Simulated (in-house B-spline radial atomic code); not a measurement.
Xe²⁶⁺. Computed with a B-spline radial atomic code. Model: all-electron spherical atom, spin shells full or empty, radial basis limit, no spin-orbit coupling: exact exchange with a local potential (Slater, KLI or optimised effective potential, whose far tail is KLI's), no correlation.

Exchange potential has not reached -1/r at the last radius.

The run also made RPA and GW results, which its time includes.

The Slater potential averages the orbital exchange potentials with the orbital densities as weights, KLI adds orbital constants, and the optimised effective potential minimises the exact-exchange energy among local potentials. So their energies lie above Hartree-Fock in the order OEP, KLI, Slater. All fall off as −1/r, unlike LDA and GGA exchange.

Command:
```bash
python run_gw.py task.json out
```
Settings (lengths in bohr, energies in hartree):
```
Z                      54
electrons              28
configuration          [Ar] 3d10
hamiltonian            nr
method                 kli
lmax                   9
spin_polarised         False
box_radius             3.38
intervals              66
```

Time taken, with all properties: 3.3 s on 1 thread of Arm Neoverse N1 (shared host).

Given: hamiltonian non-relativistic; mean-field start exchange-only KLI.

Computed: energy above Hartree-Fock 8.4984 millihartree; virial ratio -E/T less 1 0.000565.

| radius (bohr) | r times exchange potential (hartree bohr) |
| --- | --- |
| 0.000926 | -0.040453 |
| 0.00112 | -0.048881 |
| 0.00135 | -0.058839 |
| 0.00162 | -0.070479 |
| 0.00196 | ? |
| 0.00236 | -0.102 |
| 0.00284 | -0.1221 |
| 0.00343 | -0.14635 |
| 0.00413 | -0.1744 |
| 0.00498 | -0.20728 |
| 0.006 | -0.24486 |
| 0.00723 | -0.28727 |
| 0.00872 | -0.33415 |
| 0.0105 | -0.3836 |
| 0.0127 | -0.43498 |
| 0.0153 | ? |
| 0.0184 | -0.52295 |
| 0.0222 | -0.55227 |
| 0.0268 | -0.56714 |
| 0.0323 | -0.57234 |
| 0.0389 | -0.58819 |
| 0.0469 | -0.64456 |
| 0.0565 | -0.74811 |
| 0.0681 | -0.87303 |
| 0.0821 | -0.98513 |
| 0.099 | -1.0583 |
| 0.119 | -1.0831 |
| 0.144 | -1.0972 |
| 0.173 | -1.1943 |
| 0.209 | -1.4026 |
| 0.252 | -1.6114 |
| 0.304 | -1.7304 |
| 0.366 | -1.7224 |
| 0.441 | -1.607 |
| 0.532 | -1.4382 |
| 0.642 | -1.2712 |
| 0.773 | -1.1357 |

Q: What belongs in the row 0.00196?

A: r times exchange potential (hartree bohr): -0.085038.

Q: What belongs in the row 0.0153?

A: r times exchange potential (hartree bohr): -0.48264.

| occupied | level (hartree) | Hartree-Fock level (hartree) |
| --- | --- | --- |
| 1s | -1242.7 | -1256.1 |
| 2s | -215.84 | -220.1 |
| 2p | -205.17 | -208.72 |
| 3s | -68.105 | -69.006 |
| 3p | ? | ? |
| 3d | -55.379 | -55.38 |

Q: What belongs in the row 3p?

A: level (hartree): -63.614; Hartree-Fock level (hartree): -64.155.

```csv
empty,level (hartree)
4s,-32.458
4p,-30.662
4d,-27.578
4f,-24.299
5s,?
5p,-18.227
```

Q: What belongs in the row 5s?

A: level (hartree): -19.083.

The highest level, 3d, differs from Hartree-Fock by +0.042 eV and the deepest, 1s, by +365 eV: a local potential can match the highest level but can't give each shell its own exchange.
